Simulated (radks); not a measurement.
Removal energies from the selenium ion Se10+, [Ar] 3d6, by Delta-SCF beside the eigenvalue of the level emptied. Calculated with a radial shooting solver on a logarithmic mesh with Libxc functionals: scalar-relativistic Kohn-Sham, LDA (Slater exchange, Perdew-Wang correlation), spin-polarised, spherical densities, finite nucleus; Fermi nuclear charge, rms radius of each element as measured or else 0.836 A^(1/3) + 0.57 fm. Open shells are filled with parallel spins first.

removed from,final configuration,Delta-SCF (eV),-eigenvalue (eV)
3d,[Ar] 3d5,293.83,275.15
3p,[Ne] 3s2 3p5 3d6,393.17,375.02
3s,[Ne] 3s1 3p6 3d6,454.16,435.94
2p,[He] 2s2 2p5 3s2 3p6 3d6,1711.8,1663.2
